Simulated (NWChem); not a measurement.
## Atomisation of disilazane (H7NSi2)

```
N
H 1 1.0261
Si 1 1.7547 2 115.15
Si 1 1.7547 2 115.15 3 -171.95
H 3 1.5022 1 107.33 2 168.99
H 4 1.5022 1 107.33 2 -168.99
H 3 1.5067 5 110.05 1 119.85
H 4 1.5067 6 110.05 1 -119.85
H 3 1.5102 5 108.38 7 116.74
H 4 1.5102 6 108.38 8 -116.74
```
Charge 0, spin multiplicity 1.

All runs are NWChem calculations. Structure: optimised with PBE/def2-SVP, a minimum by its harmonic frequencies.

Basis set: def2-TZVP. The atomisation energy is electronic alone: no zero-point, thermal, spin-orbit or counterpoise terms. No value is extrapolated to the basis-set limit. Free atoms are single determinants with multiplicities Si 3, N 4, H 2. Correlated methods freeze the same cores in atoms and molecule, 11 orbitals in all.

```
method                        atomisation energy (kcal/mol)  relative cost
----------------------------  -----------------------------  -------------
LC-wPBE (omega 0.3 per bohr)                          727.5             10
M06-2X                                                736.3        under 3
PBE0                                                  722.9        under 3
CAM-B3LYP                                             740.1             10
PBE                                                   726.5        under 3
MP2                                                   702.7        under 3
HF                                                    548.7              1
B3LYP                                                 733.7        under 3
```

The values span 191.3 kcal/mol, from HF (lowest) to CAM-B3LYP (highest). Relative cost: rough, from shared machines, SCF included, HF = 1. Costs are the molecule's.

B3LYP has NWChem's definition, with VWN1-RPA local correlation. GW and range-separated runs recompute their integrals, the others keep them in memory, which bears on the times. The stability of the SCF solutions was not checked. Open-shell Hartree-Fock references start from PBE0 orbitals; any time given for them includes that run.
